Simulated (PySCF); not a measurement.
Molecule: C$_{3}$H$_{3}$ (charge +1, singlet). 
Coordinates optimised at B3LYP-D3(BJ)/def2-TZVP (Ansatz):
```xyz
6

C      1.3051    -0.1903     0.1600
C      0.1029    -0.0150     0.0126
C     -1.2145     0.1771    -0.1489
H      2.3600    -0.3441     0.2893
H     -1.5876     1.0465    -0.6881
H     -1.9337    -0.5331     0.2564
```
Charge +1, spin multiplicity 1.

Dispersion corrections to the total energy (kcal/mol) from the dftd3 and dftd4 libraries through PySCF: D3(BJ) without and D4 with the three-body term, each with the damping fitted for the functional named.

| functional | D3(BJ) | D4 |
|---|---|---|
| r2SCAN | -0.47 | -0.29 |
| B2PLYP | -1.41 | [?] |
| LC-wPBE | -1.62 | -1.39 |
| HF | -17.47 | [?] |
| HSE06 | -1.10 | -0.95 |
| PBE0 | -1.52 | -1.04 |
| PBE | [?] | -1.26 |

Q: What belongs in the gaps?

A: 
- B2PLYP, D4: -0.87
- HF, D4: -5.15
- PBE, D3(BJ): -1.81
